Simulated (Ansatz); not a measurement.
Two members of one family (Oligo(phenylene ethynylene), CF3 ends), computed with Ansatz in the gas phase. Binding counts from free atoms in the multiplicity of their measured ground term, without zero-point energy. Sets without diffuse functions give affinities that are too small. A dash marks a value that wasn't run or was left out as unsound. The structures are stationary points that may keep the symmetry of their start.

First: FC(F)(F)C#Cc1ccc(C#Cc2ccc(C#Cc3ccc(C#Cc4ccc(C(F)(F)F)cc4)cc3)cc2)cc1 (singlet, charge 0, PBE-D4/def2-SVP geometry).

Cartesian coordinates in Å:
```
F 7.400 13.388 3.843
C 7.938 12.689 2.816
F 7.963 13.506 1.736
F 9.220 12.407 3.146
C 7.177 11.469 2.542
C 6.537 10.448 2.317
C 5.794 9.262 2.054
C 4.875 9.210 0.974
C 4.149 8.051 0.717
C 4.312 6.895 1.529
C 3.572 5.713 1.267
C 2.928 4.686 1.038
C 2.189 3.503 0.776
C 1.228 3.464 -0.271
C 0.502 2.304 -0.529
C 0.704 1.131 0.249
C -0.035 -0.052 -0.014
C -0.678 -1.079 -0.243
C -1.417 -2.262 -0.506
C -1.161 -3.457 0.221
C -1.885 -4.617 -0.038
C -2.899 -4.635 -1.035
C -3.639 -5.819 -1.299
C -4.279 -6.847 -1.528
C -5.018 -8.033 -1.791
C -6.087 -8.028 -2.725
C -6.811 -9.195 -2.981
C -6.486 -10.389 -2.315
C -7.297 -11.641 -2.546
F -8.233 -11.810 -1.577
F -6.517 -12.750 -2.536
F -7.951 -11.608 -3.731
C -5.424 -10.411 -1.391
C -4.698 -9.247 -1.128
C -3.156 -3.440 -1.761
C -2.430 -2.280 -1.503
C 1.665 1.171 1.295
C 2.391 2.331 1.554
C 5.234 6.951 2.610
C 5.960 8.112 2.868
H 4.743 10.099 0.340
H 3.438 8.017 -0.121
H 1.064 4.365 -0.879
H -0.240 2.285 -1.340
H -0.380 -3.454 0.994
H -1.679 -5.536 0.528
H -6.339 -7.094 -3.247
H -7.635 -9.186 -3.709
H -5.165 -11.349 -0.880
H -3.869 -9.262 -0.408
H -3.938 -3.443 -2.533
H -2.636 -1.361 -2.070
H 1.831 0.269 1.902
H 3.131 2.350 2.366
H 5.367 6.063 3.244
H 6.671 8.145 3.707
```

```csv
level,HOMO (eV),LUMO (eV),gap (eV),vertical IE (eV),vertical EA (eV),vertical triplet (eV),binding per atom (eV)
PBE-D4/def2-SVP,-5.32,-3.32,2.00,6.70,2.09,1.89,5.77
r2SCAN-D4/def2-SVP,-5.52,-3.35,2.17,–,–,–,5.54
PBE0-D4/def2-SVP,-6.13,-2.77,3.36,7.10,1.92,2.29,5.61
```

Second: C50H24F6 (singlet, charge 0, PBE-D4/def2-SVP geometry).

```xyz
80

F   -14.010   -5.331   17.062
C   -14.255   -5.990   15.904
F   -15.534   -5.724   15.546
F   -14.173   -7.315   16.168
C   -13.316   -5.594   14.854
C   -12.524   -5.266   13.977
C   -11.608   -4.883   12.956
C   -10.216   -5.114   13.114
C    -9.320   -4.741   12.114
C    -9.780   -4.121   10.921
C    -8.867   -3.739    9.903
C    -8.073   -3.407    9.019
C    -7.160   -3.025    8.002
C    -7.595   -2.266    6.881
C    -6.698   -1.890    5.884
C    -5.328   -2.260    5.960
C    -4.415   -1.878    4.943
C    -3.622   -1.545    4.059
C    -2.710   -1.162    3.041
C    -3.077   -0.202    2.059
C    -2.180    0.177    1.063
C    -0.879   -0.391    0.999
C     0.033   -0.007   -0.019
C     0.824    0.327   -0.904
C     1.735    0.713   -1.922
C     1.483    1.855   -2.730
C     2.378    2.236   -3.726
C     3.562    1.488   -3.965
C     4.472    1.874   -4.983
C     5.263    2.211   -5.869
C     6.172    2.598   -6.887
C     7.203    1.718   -7.317
C     8.093    2.097   -8.318
C     8.000    3.378   -8.927
C     8.910    3.766   -9.947
C     9.700    4.102  -10.831
C    10.611    4.491  -11.851
C    10.672    5.839  -12.294
C    11.569    6.217  -13.295
C    12.424    5.263  -13.876
C    13.348    5.663  -14.999
F    13.751    6.951  -14.885
F    14.459    4.886  -15.039
F    12.739    5.544  -16.208
C    12.379    3.925  -13.443
C    11.486    3.541  -12.441
C     6.974    4.260   -8.494
C     6.079    3.879   -7.498
C     3.813    0.343   -3.160
C     2.922   -0.034   -2.158
C    -0.514   -1.354    1.979
C    -1.407   -1.728    2.979
C    -4.894   -3.021    7.080
C    -5.789   -3.393    8.080
C   -11.174   -3.890   10.768
C   -12.071   -4.265   11.766
H    -9.851   -5.592   14.034
H    -8.244   -4.921   12.243
H    -8.653   -1.977    6.810
H    -7.046   -1.301    5.023
H    -4.082    0.243    2.097
H    -2.474    0.923    0.310
H     0.567    2.439   -2.556
H     2.172    3.123   -4.343
H     7.285    0.726   -6.851
H     8.883    1.405   -8.647
H    10.006    6.584  -11.836
H    11.616    7.265  -13.626
H    13.056    3.184  -13.893
H    11.451    2.496  -12.100
H     6.892    5.254   -8.959
H     5.288    4.569   -7.173
H     4.726   -0.242   -3.336
H     3.128   -0.919   -1.540
H     0.490   -1.801    1.938
H    -1.113   -2.472    3.733
H    -3.835   -3.312    7.149
H    -5.441   -3.980    8.942
H   -11.540   -3.412    9.849
H   -13.148   -4.085   11.638
```

Task: Estimate how these quantities change from the first to the second (second minus first).

Result: 
| level | Δ HOMO (eV) | Δ LUMO (eV) | Δ gap (eV) | Δ vertical IE (eV) | Δ vertical EA (eV) | Δ vertical triplet (eV) | Δ binding per atom (eV) |
| --- | --- | --- | --- | --- | --- | --- | --- |
| PBE-D4/def2-SVP | 0.18 | 0.00 | -0.18 | -0.45 | 0.28 | -0.13 | 0.05 |
| r2SCAN-D4/def2-SVP | 0.19 | 0.00 | -0.19 | – | – | – | 0.05 |
| PBE0-D4/def2-SVP | 0.21 | -0.01 | -0.22 | -0.38 | 0.18 | -0.03 | 0.06 |
